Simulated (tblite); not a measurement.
Compound: C4H7F2OS (doublet state).
Z-matrix (Å and degrees, GFN2-xTB geometry), rows numbered from 1:
```
C 
C   1  1.5154
O   2  1.4433  1  107.65
C   3  1.3380  2  116.06  1  -179.99
F   4  1.3691  3  111.49  2   -57.52
F   4  1.3690  3  111.49  2    57.42
C   4  1.5270  3  109.27  2   179.98
S   7  1.7938  4  112.84  3  -179.97
H   1  1.0860  2  110.08  3    59.85
H   1  1.0857  2  109.44  3   179.93
H   1  1.0860  2  110.11  3   -59.97
H   2  1.0951  1  111.18  3  -119.08
H   2  1.0951  1  111.20  3   119.09
H   7  1.0905  4  107.98  3   -59.27
H   7  1.0905  4  107.95  3    59.39
```

Computed values, GFN2-xTB/tblite, gas phase, harmonic and unscaled. Errors from tens to a few hundred cm⁻¹ against measured bands are possible. One conformer, not necessarily the lowest. Open shells enter through the occupations alone, without spin polarisation, and single modes of such species can be off by tens of per cent.

Harmonic wavenumbers (cm⁻¹): 37.3, 52.2, 104.1, 118.0, 199.0, 203.9, 314.8, 316.8, 346.1, 488.4, 496.0, 651.3, 767.7, 795.9, 819.4, 834.5, 917.6, 927.0, 1075.8, 1087.5, 1121.2, 1129.9, 1143.7, 1165.4, 1216.9, 1251.6, 1341.1, 1381.0, 1399.3, 1468.7, 1469.4, 1488.7, 2930.1, 2943.3, 2983.7, 2984.9, 3057.1, 3058.3, 3061.3.

A = 4461, B = 832.4, C = 811.0 MHz; mass 141.019 u (most abundant isotopes); point group Cs, symmetry number 1; spin multiplicity 2.

What is the zero-point energy?

½Σν̃ = 23574 cm⁻¹ = 67.40 kcal/mol.

What is S at 400 K and 1 bar for an ideal gas of classical rigid rotors and harmonic oscillators?

Translation 42.23, rotation 29.93, vibration 36.76, spin (R ln 2) 1.38: S = 110.3 cal/(mol K).

And Cp and H(400 K) − H(0)?

Cp = 41.61 cal/(mol K), of which vibrations give 33.66 (their classical limit is 39 R = 77.5); H(400 K) − H(0) = 10.37 kcal/mol without the zero-point energy, 7.19 from vibrations.

Blend soft modes into free rotors: weight 1/[1 + (100 cm⁻¹/ν̃)⁴] for the oscillator and the rest for a rotor with moment μB/(μ + B), μ = h/(8π²ν), B = 10⁻⁴⁴ kg m². What vibrational entropy results?

32.88 cal/(mol K) in place of 36.76, which changes −T·S at 400 K by +1.55 kcal/mol.

What must be added to the electronic energy to get the Gibbs energy at 400 K and 1 bar?

ZPE + [H(400 K) − H(0)] − T·S = 67.40 + 10.37 − 44.12 = 33.65 kcal/mol.

Which modes carry the vibrational entropy at 400 K?

37.3 cm⁻¹: 5.98; 52.2 cm⁻¹: 5.31; 104.1 cm⁻¹: 3.95; 118.0 cm⁻¹: 3.71; 199.0 cm⁻¹: 2.69; 203.9 cm⁻¹: 2.65 cal/(mol K); the other 33 give 12.47 together.

How do the functions run with temperature in this model?

```tsv
T (K)	S (cal/(mol K))	Cp (cal/(mol K))	H − H(0) (kcal/mol)	G − H(0) (kcal/mol)	ln q(vib)
50	61.1	13.7	0.53	-2.53	0.76
100	72.1	18.5	1.34	-5.88	2.12
298.15	99.2	33.9	6.52	-23.07	7.11
373.15	107.5	39.7	9.28	-30.83	8.84
500	120.3	48.1	14.87	-45.29	11.68
750	142.2	59.5	28.44	-78.18	16.94
1000	160.3	66.7	44.27	-116.06	21.73
```

q(vib) and H(0) count from the zero-point level.

Hindered rotation and anharmonicity are outside this model. Other conformers, if any are populated, would add a mixing term that is left out.
